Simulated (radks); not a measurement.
Ag2+, configuration [Kr] 4d9. All-electron calculation, non-relativistic Kohn-Sham, PBE, spin-unpolarised, spherical densities, point nucleus; relativity is left out, which matters for an element this heavy. Program: a radial shooting solver on a logarithmic mesh with Libxc functionals.

Unscreened Slater integrals over Kohn-Sham orbitals (hartree).

F0(4d,4d): 0.69988
F2(4d,4d): 0.34760
F4(4d,4d): 0.22685
F0(4d,4p): 0.78029
F2(4d,4p): 0.38595
G1(4d,4p): 0.48749
G3(4d,4p): 0.29793
F0(4d,4s): 0.80045
G2(4d,4s): 0.36394
F0(4d,3d): 0.95185
F2(4d,3d): 0.18328
F4(4d,3d): 0.080293
G0(4d,3d): 0.056882
G2(4d,3d): 0.065958
G4(4d,3d): 0.050214
F0(4p,4p): 0.89287
F2(4p,4p): 0.46834
F0(4p,4s): 0.92286
G1(4p,4s): 0.62973
F0(4p,3d): 1.1596
F2(4p,3d): 0.27030
G1(4p,3d): 0.085029
G3(4p,3d): 0.082916
F0(4s,4s): 0.95631
F0(4s,3d): 1.2248
G2(4s,3d): 0.094282
F0(3d,3d): 2.6306
F2(3d,3d): 1.3121
F4(3d,3d): 0.83738

Derived for the open shells (J is the average intra-shell exchange parameter used in DFT+U). 4d: Racah B = F2/49 - 5 F4/441 = 0.004522 hartree, C = 35 F4/441 = 0.01800 hartree, C/B = 3.98, F4/F2 = 0.653, J = (F2 + F4)/14 = 0.04103 hartree.
